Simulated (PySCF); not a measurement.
Geometry:
```tsv
atom	x (Å)	y (Å)	z (Å)
F1	-0.525	0.211	-2.387
Si2	-0.436	0.109	-0.755
Si3	-1.621	-1.797	-0.173
Si4	-0.980	2.212	0.061
N5	1.275	-0.171	-0.579
Si6	2.240	-0.391	0.835
H7	-2.855	-1.946	-0.955
H8	-0.891	-3.063	-0.319
H9	-2.033	-1.714	1.235
H10	-1.772	2.063	1.290
H11	0.171	3.055	0.407
H12	-1.802	3.000	-0.865
H13	1.779	-0.218	-1.450
H14	1.304	-0.283	1.954
H15	3.266	0.654	0.895
H16	2.873	-1.713	0.794
```

PySCF 2.14.0 with density-fitted response routines calculation with σ from GIAO-PBE0/pcSseg-1 and structure optimised with GFN2-xTB; isolated molecule, one computed conformer, non-relativistic Hamiltonian, averaged over atoms made equivalent by symmetry, fast rotation or ring inversion.

Scale: $^{1}$H, $^{29}$Si vs TMS; CFCl3 for $^{19}$F; $^{15}$N against NH3 (reference shieldings calculated alike).

```tsv
atoms	nucleus	count	Hirshfeld charge	δ (ppm)
F1	$^{19}$F	1	-0.22	-186.9
Si2	$^{29}$Si	1	0.33	?
N5	$^{15}$N	1	-0.34	15.6
H7/H8/H9/H10/H11/H12	$^{1}$H	6	-0.07	3.50
H14/H15/H16	$^{1}$H	3	-0.08	4.62
Si6	$^{29}$Si	1	0.35	?
Si3/Si4	$^{29}$Si	2	0.21	-115.6
H13	$^{1}$H	1	0.12	-0.68
```

Fill in the missing shifts.

Answers


- Si2: 47.5 ppm, silicon bonded to F, N, 2 Si
- Si6: -65.0 ppm, silicon bonded to N, 3 H

The OH or NH signal is concentration- and solvent-dependent in practice; the value given is the gas-phase one. Unscaled 19F shifts against computed CFCl3 carry errors that often reach 10 to 50 ppm. Experimental scales use liquid or dissolved standards, which lie at an offset from isolated NH3 (liquid NH3: subtract about 20 ppm).
